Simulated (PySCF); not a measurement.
## Electron correlation in P⁺ (phosphorus, charge +1)

[Ne] 3s2 3p1 4s1, high-spin 3P determinant (an excited configuration). All numbers are calculated (PySCF 2.14, scalar relativity by spin-free X2C-1e, in dyall-acv3z). Frozen: [Ne]; 4 electrons correlated; the 23 highest virtual orbitals of each spin left out.

```json
{"level": "CCSD", "correlation energy (mhartree)": "-77.00"}
{"level": "(T)", "correlation energy (mhartree)": "-2.39"}
{"level": "CCSD(T)", "correlation energy (mhartree)": "-79.39"}
```

Diagnostics: T1 = 0.017, D1 = 0.0391, largest double amplitude 0.100.

The outer electron is Rydberg-like, and this basis confines it to a smaller radius and binds it less than a complete one would.

Cost of the coupled-cluster step: of the order of 40 core-seconds, for 4 correlated electrons.

Iterations:

```
CC2 = 0
CCSD nocc = (np.int64(3), np.int64(1)), nmo = (85, 85)
frozen orbitals [[0, 1, 2, 3, 4, 90, 91, 92, 93, 94, 95, 96, 97, 98, 99, 100, 101, 102, 103, 104, 105, 106, 107, 108, 109, 110, 111, 112], [0, 1, 2, 3, 4, 90, 91, 92, 93, 94, 95, 96, 97, 98, 99, 100, 101, 102, 103, 104, 105, 106, 107, 108, 109, 110, 111, 112]]
max_cycle = 100
direct = 0
conv_tol = 1e-08
conv_tol_normt = 1e-06
diis_space = 8
diis_start_cycle = 0
Init t2, MP2 energy = -0.0578719989764099
Init E_corr(UCCSD) = -0.0578719989844307
cycle = 1  E_corr(UCCSD) = -0.0701517637004846  dE = -0.0122797647  norm(t1,t2) = 0.0558814
cycle = 2  E_corr(UCCSD) = -0.0742170533612027  dE = -0.00406528966  norm(t1,t2) = 0.0233814
cycle = 3  E_corr(UCCSD) = -0.0769320563086544  dE = -0.00271500295  norm(t1,t2) = 0.0110048
cycle = 4  E_corr(UCCSD) = -0.0769168607014889  dE = 1.51956072e-05  norm(t1,t2) = 0.00386789
cycle = 5  E_corr(UCCSD) = -0.076962242062716  dE = -4.53813612e-05  norm(t1,t2) = 0.00351964
cycle = 6  E_corr(UCCSD) = -0.0769679929706738  dE = -5.75090796e-06  norm(t1,t2) = 0.00353059
cycle = 7  E_corr(UCCSD) = -0.076928912481107  dE = 3.90804896e-05  norm(t1,t2) = 0.00347634
cycle = 8  E_corr(UCCSD) = -0.0769135186045728  dE = 1.53938765e-05  norm(t1,t2) = 0.0030698
cycle = 9  E_corr(UCCSD) = -0.0770381471511855  dE = -0.000124628547  norm(t1,t2) = 0.00258238
cycle = 10  E_corr(UCCSD) = -0.0769876184719588  dE = 5.05286792e-05  norm(t1,t2) = 0.00123224
cycle = 11  E_corr(UCCSD) = -0.0769909042275472  dE = -3.28575559e-06  norm(t1,t2) = 0.000361399
cycle = 12  E_corr(UCCSD) = -0.0770032888913446  dE = -1.23846638e-05  norm(t1,t2) = 0.000152487
cycle = 13  E_corr(UCCSD) = -0.0770018194998295  dE = 1.46939152e-06  norm(t1,t2) = 7.00532e-05
cycle = 14  E_corr(UCCSD) = -0.0770013350427908  dE = 4.84457039e-07  norm(t1,t2) = 2.67106e-05
cycle = 15  E_corr(UCCSD) = -0.077001423576377  dE = -8.85335862e-08  norm(t1,t2) = 1.5202e-05
cycle = 16  E_corr(UCCSD) = -0.0770014679347303  dE = -4.43583533e-08  norm(t1,t2) = 1.74805e-05
cycle = 17  E_corr(UCCSD) = -0.0770016592325048  dE = -1.91297774e-07  norm(t1,t2) = 2.08734e-05
cycle = 18  E_corr(UCCSD) = -0.0770017267716183  dE = -6.75391136e-08  norm(t1,t2) = 3.15096e-06
cycle = 19  E_corr(UCCSD) = -0.0770017099971429  dE = 1.67744754e-08  norm(t1,t2) = 2.53487e-06
cycle = 20  E_corr(UCCSD) = -0.0770017216687417  dE = -1.16715988e-08  norm(t1,t2) = 2.45598e-06
cycle = 21  E_corr(UCCSD) = -0.0770017250330944  dE = -3.36435271e-09  norm(t1,t2) = 2.45586e-06
cycle = 22  E_corr(UCCSD) = -0.0770017254756656  dE = -4.42571174e-10  norm(t1,t2) = 2.48783e-06
cycle = 23  E_corr(UCCSD) = -0.0770017174534237  dE = 8.02224188e-09  norm(t1,t2) = 2.49928e-06
cycle = 24  E_corr(UCCSD) = -0.0770017259445698  dE = -8.49114613e-09  norm(t1,t2) = 2.29904e-06
cycle = 25  E_corr(UCCSD) = -0.0770017273312692  dE = -1.38669942e-09  norm(t1,t2) = 2.19875e-06
cycle = 26  E_corr(UCCSD) = -0.0770017241696864  dE = 3.16158281e-09  norm(t1,t2) = 2.13484e-06
cycle = 27  E_corr(UCCSD) = -0.0770017501513215  dE = -2.59816351e-08  norm(t1,t2) = 2.48173e-06
cycle = 28  E_corr(UCCSD) = -0.0770017295660069  dE = 2.05853146e-08  norm(t1,t2) = 1.84746e-06
cycle = 29  E_corr(UCCSD) = -0.0770016124005985  dE = 1.17165408e-07  norm(t1,t2) = 1.63415e-06
cycle = 30  E_corr(UCCSD) = -0.0770016159762143  dE = -3.57561585e-09  norm(t1,t2) = 8.08032e-07
UCCSD converged
E(UCCSD) = -340.8644288517297  E_corr = -0.0770016159762143
UCCSD(T) correction = -0.00238822100293024
```
